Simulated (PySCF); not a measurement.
C2H6AlFO2, SMILES C[O][Al]([F])[O]C. Atoms are numbered in the order given.

```xyz
12

Al     0.2367     0.2629     0.2715
F      0.7895     1.6150     1.0509
O     -0.9998     0.3713    -0.8599
C     -1.8212     1.3309    -1.4387
H     -1.6286     2.3502    -1.0569
H     -1.6810     1.3524    -2.5338
H     -2.8837     1.0980    -1.2485
O      0.9476    -1.2083     0.6470
C      0.8258    -2.5419     0.2760
H      0.0512    -2.7059    -0.4954
H      1.7829    -2.9207    -0.1238
H      0.5658    -3.1647     1.1500
```

The structure is a stationary point at PBE0-D3(BJ)/def2-SVP. The structure was generated by enumeration; whether it is a known compound was not checked. The values are those of a single conformer.

Computed with PBE0/def2-TZVP in PySCF.

ESP charges are fitted to the potential on shells at 1.4 to 2.0 van der Waals radii. Atomic charges (e):

| atom | meta-Löwdin | Mulliken | ESP fit |
|---|---|---|---|
| Al1 | ___ | 0.71 | 1.26 |
| F2 | -0.54 | -0.35 | -0.47 |
| O3 | -0.64 | -0.32 | -0.47 |
| C4 | ___ | -0.21 | -0.24 |
| H5 | ___ | 0.12 | 0.10 |
| H6 | ___ | 0.12 | 0.12 |
| H7 | ___ | 0.12 | 0.12 |
| O8 | -0.64 | -0.33 | -0.54 |
| C9 | ___ | -0.21 | -0.14 |
| H10 | ___ | 0.12 | 0.05 |
| H11 | ___ | 0.12 | 0.11 |
| H12 | ___ | 0.12 | 0.11 |

Problem. Fill in the missing entries. (An estimate is asked for; the answer gives what the named calculation found.)

Solution. 
- Al1, meta-Löwdin: 1.39
- C4, meta-Löwdin: -0.10
- H5, meta-Löwdin: 0.10
- H6, meta-Löwdin: 0.11
- H7, meta-Löwdin: 0.11
- C9, meta-Löwdin: -0.10
- H10, meta-Löwdin: 0.10
- H11, meta-Löwdin: 0.11
- H12, meta-Löwdin: 0.11
